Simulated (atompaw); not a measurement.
# What the settings do to the PAW (atompaw) potential of chlorine

Base potential:

chlorine (Cl), PAW, made with atompaw 4.2.0.5 (LDA (PW92), scalar-relativistic). Core [Ne], reference 3s2 3p3 (charge +2). Waves: 3s (bound): rc 1.45 bohr; 3s channel at -0.4 Ry: rc 1.45 bohr; 3p (bound): rc 1.45 bohr; 3p channel at 2.65 Ry: rc 1.45 bohr; 3d channel at 0.1 Ry: rc 1.45 bohr. Local part: bessel scheme, radius 1.40 bohr. Core correction: smooth core density matched at 0.90 bohr. Augmentation charge: sinc compensation charge, radius 1.10 bohr; PAW radius 1.45 bohr; waves and projectors: custom rrkj vanderbiltortho.

Cutoffs, loose and tight: the cutoffs (Ry, on a coarse ladder) from which the occupation-weighted sum of valence levels, in a spherical-Bessel basis at the reference potential, stays within 10 and 1 mRy of its value at 400 Ry. They see the waves, projectors and local potential, not the compensation charge or the core. A dash means not determined.

| change | outcome | cutoff, loose | cutoff, tight | bound ghosts |
| --- | --- | --- | --- | --- |
| base | generated | 25 Ry | 40 Ry | none |
| all radii scaled by about 0.77 (s 1.12, p 1.12, d 1.12 bohr); local potential bessel scheme, radius 1.08 bohr; augmentation sinc compensation charge, radius 0.84 bohr; PAW radius 1.12 bohr; waves and projectors: custom rrkj vanderbiltortho; core correction smooth core density matched at 0.70 bohr | generated | 35 Ry | 70 Ry | none |
| all radii scaled by about 0.86 (s 1.24, p 1.24, d 1.24 bohr); local potential bessel scheme, radius 1.20 bohr; augmentation sinc compensation charge, radius 0.94 bohr; PAW radius 1.24 bohr; waves and projectors: custom rrkj vanderbiltortho; core correction smooth core density matched at 0.78 bohr | generated | 25 Ry | 50 Ry | none |
| all radii scaled by about 0.95 (s 1.38, p 1.38, d 1.38 bohr); local potential bessel scheme, radius 1.34 bohr; augmentation sinc compensation charge, radius 1.06 bohr; PAW radius 1.38 bohr; waves and projectors: custom rrkj vanderbiltortho; core correction smooth core density matched at 0.86 bohr | generated | 25 Ry | 45 Ry | none |
| all radii scaled by about 1.10 (s 1.60, p 1.60, d 1.60 bohr); local potential bessel scheme, radius 1.54 bohr; augmentation sinc compensation charge, radius 1.22 bohr; PAW radius 1.60 bohr; waves and projectors: custom rrkj vanderbiltortho; core correction smooth core density matched at 1.00 bohr | generated | 25 Ry | 35 Ry | none |
| all radii scaled by about 1.17 (s 1.70, p 1.70, d 1.70 bohr); local potential bessel scheme, radius 1.64 bohr; augmentation sinc compensation charge, radius 1.30 bohr; PAW radius 1.70 bohr; waves and projectors: custom rrkj vanderbiltortho; core correction smooth core density matched at 1.06 bohr | generated | 21 Ry | 30 Ry | none |
| all radii scaled by about 1.26 (s 1.82, p 1.82, d 1.82 bohr); local potential bessel scheme, radius 1.76 bohr; augmentation sinc compensation charge, radius 1.38 bohr; PAW radius 1.82 bohr; waves and projectors: custom rrkj vanderbiltortho; core correction smooth core density matched at 1.14 bohr | generated | 21 Ry | 25 Ry | none |

Reading the sweep of the scale of all radii (base = 1) (base included, trends over the rows without a ghost): The loose cutoff falls from 35 Ry at 0.77 to 21 Ry at 1.26. A larger radius leaves more room for a smooth pseudo-wave, so fewer plane waves are needed; a smaller one forces it to follow the all-electron wave where it bends sharply.
